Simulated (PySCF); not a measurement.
Ligands exchanged one at a time, Al OH-H. All species are isolated molecules in the gas phase. One relaxed conformer stands for each flexible species; it need not be the lowest. Strings in code marks are SMILES.

Quantity: redistribution energy (mixed species minus the weighted end members), in kJ/mol.

Case: 1 of 3 OH replaced by H: `[OH][AlH][OH]` (H–O–Al–O torsion 0°, O–Al–O–H torsion 0°). The other species in the difference include `[OH][Al]([OH])[OH]` (neutral, multiplicity 1). Geometry of `[OH][AlH][OH]` (neutral, multiplicity 1, Å):

```xyz
6

O     -1.4697    -0.3197    -0.0125
Al    -0.0427     0.5796    -0.0107
O      1.5007    -0.1002     0.0196
H     -1.5789    -1.2683     0.0030
H     -0.1571     2.1312    -0.0386
H      1.7476    -1.0226     0.0391
```

Q: What redistribution energy (mixed species minus the weighted end members) does CAM-B3LYP-D3(BJ)/def2-TZVP (PySCF) give?

A: -6.40 kJ/mol.
